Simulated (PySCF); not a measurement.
Compound: C3H15NSi4.
Atom-mapped SMILES: `[CH3:1][Si:2]1([N:3]([SiH3:4])[SiH3:5])[CH2:6][SiH2:7][CH2:8]1`

Geometry (GFN2-xTB, Å), atoms numbered from 1 in this order:
```xyz
23
C3H15NSi4 angstrom
C      0.003    2.150   -0.919
Si     0.254    0.433   -0.153
N     -1.279   -0.288    0.297
Si    -2.616    0.753    0.702
Si    -1.412   -2.026    0.329
C      1.557    0.358    1.259
Si     2.687   -0.779    0.213
C      1.397   -0.705   -1.194
H      0.954    2.569   -1.231
H     -0.447    2.834   -0.210
H     -0.643    2.103   -1.789
H     -3.136    1.382   -0.516
H     -3.654   -0.061    1.326
H     -2.139    1.778    1.634
H     -2.518   -2.381    1.215
H     -0.159   -2.582    0.842
H     -1.679   -2.518   -1.028
H      2.002    1.310    1.532
H      1.199   -0.096    2.179
H      2.915   -2.113    0.775
H      3.977   -0.170   -0.131
H      1.764   -0.258   -2.114
H      0.969   -1.666   -1.461
```

Probes without a nucleus sit at each ring's centroid and 1 Å off its mean plane on both sides; NICS is minus the shielding there, NICSzz its component along the normal. Level: GIAO PBE0/pcSseg-1 (PySCF, non-relativistic, gas phase) on the GFN2-xTB geometry, one conformer.

Ring bond lengths (Å), with Mayer bond orders in brackets: Si2–C6 1.924 (0.89), C6–Si7 1.914 (0.92), Si7–C8 1.911 (0.91), C8–Si2 1.920 (0.90).

Q: What do the NICS probes read (ppm)?

A: 
```csv
ring,type,NICS(0),"NICS(1), two faces","NICS(1)zz, two faces",rms pucker (Å),"centre to ring atoms, mean (Å)"
Si2–C6–Si7–C8,4-membered ring with 2 Si; formal bonds all single,0.2,-1.8 / -0.7,2.9 / 3.7,0.00,1.36
```

Q: What can be read from them?

A: 
- Si2–C6–Si7–C8: mean NICS(1)zz 3.3 ppm, deshielded. Si2, C6, Si7, C8 have four or more neighbours, and the NICS criterion for π rings isn't applied.

Q: What is the mean of the two in-plane components of NICS at the second NICS(1) probe listed for ring Si2–C6–Si7–C8, 1 Å off the ring?

A: The isotropic value is a third of the trace: (3 × -0.7 − (3.7))/2 = -2.9 ppm.

Q: How shielded are the nuclei of the rings and their hydrogens (means over atoms taken as equivalent)?

A: 
| atoms | environment | σ isotropic (ppm) | principal values of the symmetric part, first atom (ppm) |
| --- | --- | --- | --- |
| Si2 | four-coordinate silicon | 333.8 | 309.3, 326.6, 365.4 |
| C6 (×2) | sp3 carbon bound to silicon | 181.2 | 153.3, 182.4, 204.2 |
| Si7 | SiH2 silicon | 401.1 | 368.9, 405.2, 429.3 |
| H18 (×2) | methylene hydrogen | 30.98 | 26.8, 28.4, 37.6 |
| H19 (×2) | methylene hydrogen | 30.91 | 27.3, 28.8, 37.1 |
| H20 | Si–H hydrogen | 27.01 | 24.2, 24.4, 32.5 |
| H21 | Si–H hydrogen | 27.08 | 24.1, 24.3, 32.8 |

The run took 3.3 min of wall time (grids of density and orbitals included) on Intel Xeon at 2.50 GHz, one thread, shared host with 64 logical CPUs at a one-minute load of 59, and the process peaked at 1.2 GiB of memory. This is the whole shielding run at PBE0/pcSseg-1, SCF included.
